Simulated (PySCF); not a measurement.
**Bonding in dimethylphenyl phosphine oxide**

Dimethylphenyl phosphine oxide, C8H11OP.
Atom-mapped SMILES: `[CH3:1][P:2]([CH3:3])(=[O:4])[c:5]1[cH:6][cH:7][cH:8][cH:9][cH:10]1` (hydrogens: H11, H12, H13 on C1; H14, H15, H16 on C3; H17 on C6; H18 on C7; H19 on C8; H20 on C9; H21 on C10)

Structure used (GFN2-xTB), in Å, numbered top down from 1:
```xyz
21
C8H11OP angstrom
C     -2.0245   -1.1037    1.1877
P     -1.4890    0.4238    0.3221
C     -2.1878    0.2830   -1.3696
O     -1.8995    1.6511    1.0143
C      0.3130    0.2639    0.1226
C      1.1019    1.2827    0.6347
C      2.4792    1.2210    0.5175
C      3.0678    0.1387   -0.1151
C      2.2805   -0.8798   -0.6298
C      0.9042   -0.8202   -0.5116
H     -1.5966   -1.0865    2.1884
H     -3.1093   -1.0682    1.2716
H     -1.7195   -2.0079    0.6714
H     -3.2726    0.3134   -1.2808
H     -1.8803   -0.6268   -1.8749
H     -1.8597    1.1514   -1.9382
H      0.6131    2.1143    1.1209
H      3.0926    2.0157    0.9157
H      4.1427    0.0865   -0.2092
H      2.7437   -1.7210   -1.1248
H      0.2913   -1.6143   -0.9134
```

Bond orders from the PBE0/pcSseg-1 density (PySCF). Geometry: GFN2-xTB, one conformer, isolated molecule.

Q: Where do the orders between heavy atoms depart from those drawn in the SMILES?

A: The largest departure is 0.163, at P2–C5 (drawn single, 0.837), counting aromatic bonds as 1.5. Drawn single, order below 0.88: P2–C5 (0.837). The bonds drawn aromatic range from 1.36 to 1.46.

Q: Set the Mayer orders of the bonds between heavy atoms beside their lengths.

A: 
| bond | drawn as | length (Å) | Mayer order |
| --- | --- | --- | --- |
| C1–P2 | single | 1.836 | 0.971 |
| P2–C3 | single | 1.836 | 0.971 |
| P2–O4 | double | 1.468 | 1.852 |
| P2–C5 | single | 1.820 | 0.837 |
| C5–C6 | aromatic | 1.386 | 1.457 |
| C6–C7 | aromatic | 1.384 | 1.420 |
| C7–C8 | aromatic | 1.385 | 1.433 |
| C8–C9 | aromatic | 1.386 | 1.427 |
| C9–C10 | aromatic | 1.383 | 1.461 |
| C10–C5 | aromatic | 1.388 | 1.356 |

Bonds between the same two heavy elements. C–P: lowest P2–C5 (0.837, 1.820 Å), highest C1–P2 and P2–C3 (0.971, 1.836 Å); in 2 of the 3 pairs the longer bond (by over 0.003 Å) has the higher order (by 0.02 or more). C–C: lowest C10–C5 (1.356, 1.388 Å), highest C9–C10 (1.461, 1.383 Å). Bonds named together lie within 0.004.

Q: And the bonds to hydrogen?

A: C–H: 0.94 to 0.97 (11 bonds).

Q: Sum the orders of all bonds at each heavy atom with more than one neighbour and set the sums beside the valence in the SMILES.

A: C1 3.803 (drawn 4), P2 4.631 (drawn 5), C3 3.803 (drawn 4), C5 3.650 (drawn 4), C6 3.839 (drawn 4), C7 3.821 (drawn 4), C8 3.828 (drawn 4), C9 3.854 (drawn 4), C10 3.780 (drawn 4). Orders between atoms that aren't bonded are not in these sums.

Mayer orders depend on the basis set.
